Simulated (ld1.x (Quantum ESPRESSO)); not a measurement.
## Plane-wave convergence, ultrasoft potential for B (Z = 5)

boron, ultrasoft, made with ld1.x (Quantum ESPRESSO) 7.5 (PBE, scalar-relativistic). Core [He], reference 2s2 2p0.5 (charge +0.5). Waves: 2s (bound): rcut 1.15, rcutus 1.30 bohr; 2s channel at -0.7 Ry: rcut 1.15, rcutus 1.30 bohr; 2p (bound): rcut 3.25, rcutus 3.90 bohr; 2p channel at 0.55 Ry: rcut 3.25, rcutus 3.90 bohr. Local part: all-electron potential smoothed inside 2.45 bohr (lloc = -1). Core correction: a·sin(br)/r model core, default radius (core density twice the valence density). Augmentation charge: PSQ, inside the norm-conserving radii.

The pseudo-atom Hamiltonian at the reference potential is diagonalised in spherical Bessel functions j_l(qr) that vanish at 20 bohr, with q² up to the cutoff. All-electron valence levels (Ry): 2s -1.0385, 2p -0.5944.

Problem. How do the lowest levels (Ry) of each channel move with the cutoff, and are there ghosts?

Solution.

```tsv
cutoff (Ry)	s #1	s #2	p #1	d #1	f #1	f #2	Σ f·Δε (mRy)
8	-1.0212	-0.1443	-0.5944	-0.0248	0.0393	0.1570	34.7
10	-1.0264	-0.1449	-0.5944	-0.0248	0.0393	0.1570	24.3
15	-1.0347	-0.1461	-0.5944	-0.0248	0.0393	0.1570	7.8
18	-1.0374	-0.1464	-0.5944	-0.0248	0.0393	0.1570	2.2
25	-1.0384	-0.1466	-0.5944	-0.0248	0.0393	0.1570	0.3
30	-1.0384	-0.1466	-0.5944	-0.0248	0.0393	0.1570	0.2
400	-1.0385	-0.1466	-0.5944	-0.0248	0.0393	0.1570	0.0
```

Result: no extra level below or beside the all-electron valence levels (s, p, d, f tested); 10 mRy is reached at 15 Ry and 1 mRy at 21 Ry.
